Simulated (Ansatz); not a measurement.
Geometry optimisation of Li₅Br₄.

```yaml
crystal:
  periodic: [false, false, false]
  atoms:
    - {symbol: Li, position_ang: [-1.250790, -1.733330, -0.524000]}
    - {symbol: Li, position_ang: [-1.563780, 0.847840, -0.622680]}
    - {symbol: Li, position_ang: [0.415050, -0.031680, 1.880640]}
    - {symbol: Li, position_ang: [1.336220, -1.550140, -0.017410]}
    - {symbol: Li, position_ang: [1.448040, 1.291610, -0.193830]}
    - {symbol: Br, position_ang: [2.849990, -0.101190, 1.284940]}
    - {symbol: Br, position_ang: [-3.325530, -0.708180, -0.935340]}
    - {symbol: Br, position_ang: [-0.447780, 2.164850, 1.125970]}
    - {symbol: Br, position_ang: [0.538580, -0.179780, -1.998280]}
basis:
  gaussian: {orbitals: def2-SVP}
magnetization: {spin_polarized: true, initial_magnetization: 1}
hamiltonian: {xc: pbe, dispersion: d4}
scf: {lower_state_search: "off"}
output: {orbitals: {seedname: orbitals}}
relax: {f_tol: 0.02, max_steps: 100}
```

```sh
$ ansatz run in.yaml --threads 4 --pin off --events-out ev --progress --plain --max-ram 4787MiB
```

Output, abridged:

```
Functional definition: PBE
mean field -281141.56786277 eV, -10331.7620543576 hartree, gradient 3.5e-6 eV, S^2 0.750736; 0 other end points of the search recorded, 0 dependent functions left out
relax step   1: F+E_penalty+E_count = -281141.80514273 eV  Δ(F+E_penalty+E_count) = +0.000e0 eV  max|allowed force component| = 6.185e-1 eV/Å  Δτ_max = 0.0000 Å  (15 SCF iters, accepted)
mean field -281141.78282261 eV, -10331.7699539862 hartree, gradient 9.7e-6 eV, S^2 0.750621; 0 other end points of the search recorded, 0 dependent functions left out
relax step   2: F+E_penalty+E_count = -281142.02530209 eV  Δ(F+E_penalty+E_count) = -2.202e-1 eV  max|allowed force component| = 1.274e-1 eV/Å  Δτ_max = 0.1975 Å  (18 SCF iters, accepted)
mean field -281141.79791665 eV, -10331.7705086820 hartree, gradient 3.3e-6 eV, S^2 0.750628; 0 other end points of the search recorded, 0 dependent functions left out
relax step   3: F+E_penalty+E_count = -281142.04361868 eV  Δ(F+E_penalty+E_count) = -1.832e-2 eV  max|allowed force component| = 9.232e-2 eV/Å  Δτ_max = 0.2000 Å  (17 SCF iters, accepted)
mean field -281141.80775690 eV, -10331.7708703045 hartree, gradient 1.8e-6 eV, S^2 0.750610; 0 other end points of the search recorded, 0 dependent functions left out
relax step   4: F+E_penalty+E_count = -281142.05217598 eV  Δ(F+E_penalty+E_count) = -8.557e-3 eV  max|allowed force component| = 2.746e-2 eV/Å  Δτ_max = 0.0737 Å  (17 SCF iters, accepted)
mean field -281141.80502426 eV, -10331.7707698816 hartree, gradient 1.4e-6 eV, S^2 0.750626; 0 other end points of the search recorded, 0 dependent functions left out
relax step   5: F+E_penalty+E_count = -281142.05244509 eV  Δ(F+E_penalty+E_count) = -2.691e-4 eV  max|allowed force component| = 4.675e-2 eV/Å  Δτ_max = 0.1683 Å  (18 SCF iters, accepted)
mean field -281141.80887121 eV, -10331.7709112543 hartree, gradient 9.2e-7 eV, S^2 0.750631; 0 other end points of the search recorded, 0 dependent functions left out
relax step   6: F+E_penalty+E_count = -281142.05523494 eV  Δ(F+E_penalty+E_count) = -2.790e-3 eV  max|allowed force component| = 1.751e-2 eV/Å  Δτ_max = 0.0629 Å  (18 SCF iters, accepted)
Total energy: -281142.05532999 eV, -10331.7799684477 hartree
Atom 0 at    -1.302025    -1.896803    -0.541723 Å, force    -0.017512     0.000090    -0.000486 eV/Å
Atom 1 at    -1.576648     0.984807    -0.790551 Å, force     0.001382     0.000297    -0.003574 eV/Å
Atom 2 at     0.251621    -0.068441     1.936428 Å, force    -0.001099     0.005444    -0.002204 eV/Å
Atom 3 at     1.601730    -1.653798    -0.183408 Å, force     0.009256     0.009654    -0.007843 eV/Å
Atom 4 at     1.522544     1.397891    -0.214182 Å, force     0.003142    -0.008628     0.000221 eV/Å
Atom 5 at     2.694085    -0.113867     1.346575 Å, force     0.010828    -0.008844     0.014199 eV/Å
Atom 6 at    -3.278235    -0.648159    -0.686617 Å, force     0.006348    -0.009107     0.002853 eV/Å
Atom 7 at    -0.441323     2.159902     1.058581 Å, force    -0.005767     0.008257     0.000035 eV/Å
Atom 8 at     0.528251    -0.161532    -1.925094 Å, force    -0.006580     0.002836    -0.003202 eV/Å
Dipole moment:     0.690167    -0.056509    -0.063425 e Å
Checks for a lower state left out: stability, starts, cluster_reference, orbital_swaps, neighbouring_geometries, increment
```

It took 41 s on 4 threads of Arm Neoverse N1 on a shared host.

Another isomer (doublet) lies 0.07 eV lower at PBE0-D4/def2-TZVP; other spin states weren't run for this one.
